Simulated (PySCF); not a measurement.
Cd(H)(SH) (CdH₂S), SMILES [SH][CdH].

The structure is a stationary point at PBE0-D3(BJ)/def2-TZVP. The def2 effective core potentials stand for the cores of Cd; spin–orbit coupling is left out.

Level of theory: PySCF with PBE/def2-TZVPD.

Symmetry labels are those of the subgroup Cs that the program uses (full group Cs).

**Question.** List the valence orbital energies around the gap with their symmetry. (An estimate is asked for; the answer gives what the named calculation found.)

**Answer.** 
| orbital | symmetry | energy (eV) |
|---|---|---|
| HOMO−7 | A' | -13.13 |
| HOMO−6 | A" | -13.06 |
| HOMO−5 | A" | -13.04 |
| HOMO−4 | A' | -13.04 |
| HOMO−3 | A' | -9.55 |
| HOMO−2 | A' | -8.31 |
| HOMO−1 | A' | -7.03 |
| HOMO | A" | -5.97 |
| LUMO | A' | -1.57 |
| LUMO+1 | A' | -1.42 |
| LUMO+2 | A" | -1.23 |
| LUMO+3 | A' | -0.15 |
